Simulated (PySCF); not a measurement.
Several molecules and their computed UV-vis stick spectra, shuffled. Level of theory: PySCF, TDDFT CAM-B3LYP/def2-SVPD, vertical, gas phase, core orbitals frozen in the response. Geometries: GFN2-xTB; one conformer of each isolated species. Triplets are in the Tamm–Dancoff approximation.

A. `Cc1cnncc1C`
B. `C=N[SiH2]N(C)C(C)=O`
C. `COc1pc(C#N)cs1`
D. `c1(CC)ncccn1`

Lowest singlet levels (six at most, fewer where fewer were computed) with oscillator strengths:

1. 4.65 eV (f 0.060); 5.02 eV (f 0.000); 5.16 eV (f 0.000); 5.75 eV (f 0.002); 5.77 eV (f 0.384); 5.80 eV (f 0.138); T1 3.01 eV
2. 4.07 eV (f 0.000); 5.84 eV (f 0.000); 6.39 eV (f 0.000); 6.49 eV (f 0.023); 6.62 eV (f 0.029); 6.84 eV (f 0.082); T1 3.47 eV
3. 4.48 eV (f 0.004); 4.92 eV (f 0.000); 5.78 eV (f 0.050); 6.03 eV (f 0.000); 6.37 eV (f 0.015); 6.64 eV (f 0.149); T1 3.97 eV
4. 3.76 eV (f 0.005); 4.27 eV (f 0.000); 5.77 eV (f 0.011); 6.15 eV (f 0.000); 6.36 eV (f 0.041); 6.56 eV (f 0.001); T1 2.96 eV

Task: Match each spectrum to its molecule.

Result: 1 = C, 2 = B, 3 = D, 4 = A.
- A: S1 at 3.76 eV, HOMO→LUMO (98%); Löwdin shares by element: HOMO nitrogen 77%, carbon 16% or more; LUMO nitrogen 39%, carbon 36% or more (atoms not listed hold the other 25%); HOMO -7.86 and LUMO -0.04 eV; point group C2v, 2 of its 6 listed states under f = 0.0005.
- B: S1 at 4.07 eV, HOMO→LUMO (95%); Löwdin shares by element: HOMO nitrogen 57% or more, carbon 16% or more, silicon 9%, hydrogen 6% or more; LUMO carbon 38% or more, nitrogen 30% or more, silicon 7%, hydrogen 7% or more (atoms not listed hold the other 17%); HOMO -8.27 and LUMO 0.45 eV.
- C: S1 at 4.65 eV, HOMO→LUMO (95%); Löwdin shares by element: HOMO carbon 38% or more, phosphorus 27%, oxygen 17% (atoms not listed hold the other 18%); LUMO carbon 49% or more, sulfur 22% (atoms not listed hold the other 28%); HOMO -8.18 and LUMO -0.68 eV; point group Cs, 2 of its 6 listed states under f = 0.0005.
- D: S1 at 4.48 eV, HOMO→LUMO (99%); Löwdin shares by element: HOMO nitrogen 69%, carbon 13% or more (atoms not listed hold the other 18%); LUMO carbon 43% or more, nitrogen 36% (atoms not listed hold the other 21%); HOMO -8.68 and LUMO -0.06 eV.
